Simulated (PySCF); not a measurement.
AuSe at UHF-SCS-MP2

Computed with UHF-SCS-MP2; basis Au def2-TZVPP with ECP60, Se def2-TZVPP; scalar-relativistic core potentials; PySCF 2.14.

```json
{
  "state": "²Π (doublet), unpaired electrons π ↑",
  "bond length": "229.2 pm",
  "harmonic wavenumber": "271 cm⁻¹",
  "force constant": "2.46 mdyn/Å",
  "rotational constant Be": "0.05643 cm⁻¹",
  "anharmonicity ωexe": "0.649 cm⁻¹",
  "vibration–rotation constant αe": "0.000187 cm⁻¹"
}
```

Correlated steps freeze 9 core orbitals. Spin–orbit coupling is left out, which matters for elements this heavy, above all for dissociation energies. The state is the lowest single determinant that the PBE0 search found; with open d or f shells the true ground state can be another one.
